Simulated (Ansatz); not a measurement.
## AsH3 (arsine): from total energies to a heat of formation

AsH3 has 4 atoms, charge 0, and is taken as a singlet. As SMILES, `[AsH3]`. The coordinates come from a PBE0-D4/def2-TZVP relaxation.

Total energies at PBE0/cc-pVTZ (Ansatz 0.2.0); the atoms run unrestricted:

| species | state | energy (Eh) |
| --- | --- | --- |
| AsH3 | singlet | -2237.426939 |
| As | quartet | -2235.581276 |
| H | doublet | -0.501038 |

Harmonic wavenumbers at PBE0-D4/def2-TZVP, in cm⁻¹: 921, 1018, 1018, 2215, 2229, 2229.

Measured heats of formation of the gaseous atoms at 298.15 K, in kJ/mol: As 302.5, H 218.0. Take 1 Eh = 2625.50 kJ/mol, 1 cm⁻¹ = 0.0119627 kJ/mol, RT = 2.479 kJ/mol.

**Question.** Work out the heat of formation of the gas at 298 K.

**Answer.** 
1. Electronic atomisation energy: (-2235.581276) + 3 × (-0.501038) − (-2237.426939) = 0.342549 Eh = 899.4 kJ/mol.
2. Zero-point energy: half the sum of the wavenumbers, 4815 cm⁻¹ = 57.6 kJ/mol.
3. Thermal vibrational enthalpy, Σ hcν̃/(exp(hcν̃/kT) − 1): 0.3 kJ/mol. Translation, rotation and pV of a non-linear molecule: 4 RT = 9.9 kJ/mol.
4. The 4 free atoms carry 5/2 RT each: 24.8 kJ/mol.
5. Atomisation enthalpy at 298 K: 899.4 − 57.6 − 0.3 − 9.9 + 24.8 = 856.4 kJ/mol.
6. Sum of the atoms' heats of formation: 956.5 kJ/mol. Heat of formation: 956.5 − 856.4 = +100.1 kJ/mol.

The tabulated value is +66.4 kJ/mol (CRC Handbook of Chemistry and Physics), so this level is off by +33.7 kJ/mol, or 3.8 % of the atomisation enthalpy. Relativity is left out. Anharmonicity and any spin-orbit splitting of the molecule are left out.
